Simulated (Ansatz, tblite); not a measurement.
Forces on TiH₂Cl₂ at its r2SCAN-D4/def2-TZVP geometry. The state is a singlet with charge 0.

The xTB rows come from tblite.

GFN1-xTB (tblite), largest force 1.15 eV/Å:

```xyz
5
positions Å, forces eV/Å
Ti   -0.061   -0.003    0.008   -1.138   -0.062    0.145
H    -0.994    1.157    0.802    0.504   -0.505   -0.361
H    -1.034   -1.266   -0.544    0.522    0.561    0.231
Cl    1.298   -0.840    1.475    0.024    0.117   -0.211
Cl    0.792    0.953   -1.740    0.088   -0.111    0.197
```

GFN2-xTB (tblite), largest force 0.64 eV/Å:

```
Ti -0.634 -0.034 0.081
H 0.219 -0.233 -0.165
H 0.227 0.258 0.108
Cl 0.041 0.193 -0.348
Cl 0.147 -0.182 0.324
```

PBE-D4/def2-TZVP (Ansatz), largest force 0.12 eV/Å:

```
Ti 0.019 0.001 -0.002
H -0.054 0.090 0.059
H -0.058 -0.096 -0.045
Cl 0.058 -0.037 0.065
Cl 0.035 0.042 -0.077
```
